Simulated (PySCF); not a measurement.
# What a mistake does to a calculation on AlBH5OSi cation

These are calculations, not measurements. The program is PySCF 2.14.0, an open-source quantum chemistry code, run on an isolated molecule that a program drew, which may never have been made. The molecule is AlBH5OSi cation (charge +1, singlet), drawn as the SMILES string `[AlH+][BH]O[SiH3]`.

Each row is a Hartree-Fock (HF) and frozen-core CCSD(T) single point in the cc-pV(D+d)Z basis, meant for a local HF minimum. Run 1 is clean. Each other run has one planted mistake out of seven kinds, and not every kind appears here: one electron removed, one electron added, multiplicity raised by two, geometry at a saddle point, minimal basis STO-3G, one bond length entered in bohr, all coordinates scaled. The reference is restricted for singlets and unrestricted otherwise, and also for a bond in bohr. Adding or removing an electron swaps singlet and doublet. Electrons count all cores. HOMO and LUMO are orbital energies over both spins, the gradient is its largest component, and the lowest frequency (negative if imaginary) is given only where the gradient is small. Bond lengths are over the 8 bonds as drawn. T1 is the CCSD diagnostic: over 0.02 (restricted) or 0.045 (unrestricted) a single reference is doubtful.

Geometry of the clean run:
```xyz
9
AlBH5OSi cation, angstrom
Al    0.4033   -2.7601    0.3104
B     1.8676   -1.2826    1.0644
O     1.9994   -1.4226    2.3814
Si    1.2582   -2.4851    3.4389
H    -0.6099   -3.7596   -0.3170
H     2.4550   -0.4812    0.4120
H     0.3739   -3.2608    2.4511
H     0.3923   -1.7736    4.3762
H     2.2286   -3.4109    4.0183
```

| run | electrons | basis functions | <S^2> | HOMO (eV) | LUMO (eV) | gradient (hartree/bohr) | lowest frequency (cm^-1) | mean bond (Å) | longest bond (Å) | T1 | HF (hartree) | CCSD(T) (hartree) | mistake |
|---|---|---|---|---|---|---|---|---|---|---|---|---|---|
| 1 | 44 | 99 | 0.000 | -15.27 | -4.69 | 1.4e-05 | 101 | 1.5522 | 2.213 | 0.0166 | -633.11782 | -633.58767 | no fault |
| 2 | 44 | 99 | 0.000 | -15.42 | -4.73 | 6.7e-02 | - | 1.4669 | 2.091 | 0.0147 | -633.08914 | -633.55242 | all coordinates scaled |
| 3 | 43 | 99 | 0.786 | -22.47 | -13.27 | 9.4e-02 | - | 1.5522 | 2.213 | 0.0249 | -632.59481 | -633.04880 | one electron removed |
| 4 | 44 | 33 | 0.000 | -13.07 | 0.90 | 4.2e-02 | - | 1.5522 | 2.213 | 0.0218 | -625.64737 | -625.85588 | minimal basis STO-3G |
| 5 | 44 | 99 | 2.008 | -12.21 | -6.65 | 4.2e-02 | - | 1.5522 | 2.213 | 0.0252 | -633.01544 | -633.47852 | ? |
| 6 | 45 | 99 | 0.786 | -5.76 | 1.51 | 4.1e-02 | - | 1.5522 | 2.213 | 0.0215 | -633.30911 | -633.79451 | ? |

**Which mistake was planted in run 5, and what did it cost?**

Electrons, basis and geometry are unchanged, and <S^2> is 2.008, beside S(S+1) = 2.00 for a multiplicity of 3. So the mistake is: multiplicity raised by two. Subtracting run 1 and multiplying by 627.51 kcal/mol a hartree, the energy moved by 64.2 kcal/mol in HF and 68.5 kcal/mol in CCSD(T).

**Which mistake was planted in run 6, and what did it cost?**

It counts 45 electrons, one more than the clean run, at the same geometry and basis. So the mistake is: one electron added. Subtracting run 1 and multiplying by 627.51 kcal/mol a hartree, the energy moved by -120.0 kcal/mol in HF and -129.8 kcal/mol in CCSD(T).

Cautions from the logs. Run 4: T1 is over the limit, so its CCSD(T) energy is less reliable.
